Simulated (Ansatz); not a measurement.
CH5ClNSbSi (`[NH2][Sb]1[CH2][SiH]1Cl`). The species carries charge 0 and has multiplicity 1. Sb takes the def2 core potential.

```xyz
10

N     0.884   -0.669   -1.623
Sb    1.336    0.816   -0.281
C    -0.855    1.098    0.224
Si   -0.243   -0.139    1.419
Cl   -0.886   -2.077    1.239
H     1.388   -0.534   -2.490
H     1.113   -1.591   -1.272
H    -1.127    2.091    0.574
H    -1.428    0.766   -0.638
H    -0.182    0.240    2.847
```

Question: What are the harmonic wavenumbers in cm⁻¹ at PBE0-D4/def2-TZVP (Ansatz, finite differences of forces, unscaled)? (Best estimate.)

Answer: Ansatz gave: 79, 112, 124, 185, 233, 326, 387, 511, 533, 572, 652, 667, 710, 793, 845, 860, 890, 1348, 1569, 2250, 3126, 3218, 3533, 3631.

Question: Is this a minimum?

Answer: Yes, all 24 modes are real.

Question: Give the ideal-gas thermochemistry at 298.15 K and 1 bar (rigid rotor, harmonic oscillator; point group C1, symmetry number 1).

Answer: Zero-point energy 162.4 kJ/mol; H(298) − E = 186.0 kJ/mol; entropy 381.7 J/(mol·K), of which translation 175.9, rotation 121.8, vibration 83.9; G(298) − E = 72.3 kJ/mol. Modes under 100 cm⁻¹ are hindered rotations or soft bends, so the harmonic entropy is rough.

Question: Rotational constants (cm⁻¹)?

Answer: 0.1146, 0.03232, 0.02847.
